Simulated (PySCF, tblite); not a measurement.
Isomers of C5H6ClF3, one GFN2-xTB conformer each. Single-point energies are computed at PBE0/pcSseg-1 (PySCF, gas phase, no added dispersion term), electronic only.

Problem. Rank them by PBE0/pcSseg-1 energy, lowest first (kJ/mol).
A. `[CH3:1][CH2:2][C@@H:3]1[C:4]([F:5])([F:6])[C@:7]1([F:8])[Cl:9]` with C1–C2–C3–C4 155°
B. `[F:1][C:2]([F:3])([F:4])/[CH:5]=[CH:6]/[CH2:7][CH2:8][Cl:9]` with C5–C6–C7–C8 -119°, C6–C7–C8–Cl9 -64°

Solution. B (0.0), A (113.4).

As drawn, the lower has a C=C bond outside aromatic rings, which the higher lacks; the higher has a three-membered ring, which the lower lacks. GFN2-xTB itself gives, in the same order: 0.0, 40.9. Both levels put the same isomer lowest.

Problem. Which frontier levels, dipoles and rotational constants go with these structures?

Solution. 
```json
{"SMILES": "FC(F)(F)/C=C/CCCl", "HOMO (eV, PBE0/pcSseg-1)": "-8.46", "LUMO (eV)": "-0.79", "dipole (D)": "3.61", "A, B, C (MHz)": "3008, 516.2, 488.7"}
{"SMILES": "CC[C@@H]1C(F)(F)[C@]1(F)Cl", "HOMO (eV, PBE0/pcSseg-1)": "-8.27", "LUMO (eV)": "0.03", "dipole (D)": "2.67", "A, B, C (MHz)": "1499, 1197, 976.8"}
```

Problem. What happens when harmonic zero-point energies from GFN2-xTB frequencies are added?

Solution. 
| SMILES | ZPE (kJ/mol) | electronic (kJ/mol) | with ZPE (kJ/mol) |
| --- | --- | --- | --- |
| FC(F)(F)/C=C/CCCl | 265.6 | 0.0 | 0.0 |
| CC[C@@H]1C(F)(F)[C@]1(F)Cl | 268.1 | 113.4 | 115.9 |

The zero-point energies span 2.5 kJ/mol. The order is unchanged.
